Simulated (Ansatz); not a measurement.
Reaction (cleavage of the Si–Si bond): `C=C[SiH2][SiH](O)O` + `O[SiH2]F` → `O[SiH](O)O[SiH2]F` + `C=C[SiH3]`

Isolated molecules relaxed with PBE0-D4/def2-TZVP in Ansatz; ΔE leaves out vibrations. CBS: MP2 limit from def2 TZ/QZ plus the TZ coupled-cluster correction, frozen cores. Functionals use def2-TZVPP. One conformer a species, not always the lowest.

CCSD(T)/CBS gives -35.9 kcal/mol.

(1) Another level gave -34.6 kcal/mol. Which?
A. PBE0-D4/def2-TZVPP
B. PBE/def2-TZVPP
C. r2SCAN-D4/def2-TZVPP
D. SCS-MP2/def2-TZVPP

Largest T1 diagnostic among the species: 0.013.

Answers

(1) C. r2SCAN-D4 -34.6, PBE -29.1, SCS-MP2/def2-TZVPP -38.0, PBE0-D4 -31.5 kcal/mol.

From PBE to PBE0 (25 % exact exchange), in def2-TZVPP and without D4, ΔE moves by −2.9 kcal/mol. In def2-TZVPP, CCSD(T) changes the Hartree–Fock value by +7.8 kcal/mol (the triples alone add +1.2 kcal/mol) and MP2 by +6.8 kcal/mol.
